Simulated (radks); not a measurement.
Problem. Excited configurations of the tungsten ion W+: one electron is placed in a higher orbital outside [Xe] 4f14 5d4. The ground configuration is [Xe] 4f14 5d4 6s1. All-electron calculation, non-relativistic Kohn-Sham, PBEsol, spin-polarised, spherical densities, point nucleus; open shells are filled with parallel spins first (spin-orbit coupling, left out, can overturn this in heavy ions); relativity is left out, which matters for an element this heavy. Program: a radial shooting solver on a logarithmic mesh with Libxc functionals. Excitation = E - E(ground); binding = E(ion) - E, where the ion is the core of charge +2; n* = 2/sqrt(2 binding) in atomic units, and the quantum defect is n - n*.

| outer orbital | excitation (eV) | binding (eV) | n* | quantum defect | eigenvalue (eV) | <r> (bohr) |
|---|---|---|---|---|---|---|
| 5f | 10.933 | 3.653 | 3.860 | 1.140 | -2.592 | 8.250 |
| 6p | 4.340 | 10.246 | 2.305 | 3.695 | -7.719 | 3.857 |
| 6d | 9.125 | 5.461 | 3.157 | 2.843 | -4.072 | 6.341 |
| 7s | 8.343 | 6.243 | 2.953 | 4.047 | -4.991 | 6.895 |
| 7p | 9.551 | 5.035 | 3.288 | 3.712 | -3.983 | 8.124 |
| 7d | 11.280 | 3.306 | 4.058 | 2.942 | -2.562 | 11.63 |
| 7f | 12.787 | 1.799 | 5.500 | 1.500 | -1.408 | 21.04 |

Estimate the row for 6f.

Solution. excitation (eV) 12.081; binding (eV) 2.505; n* 4.661; quantum defect 1.339; eigenvalue (eV) -1.876; <r> (bohr) 13.98. The Delta-SCF ionisation energy is 14.586 eV (NIST Atomic Spectra Database: 16.4 eV, semi-empirical). Self-interaction in the functional shifts the binding energies and quantum defects, so they are the method's values and not measured ones. Relativity is left out here, which matters for elements this heavy. Open shells are spherical and high-spin; term and fine-structure splittings are not resolved.
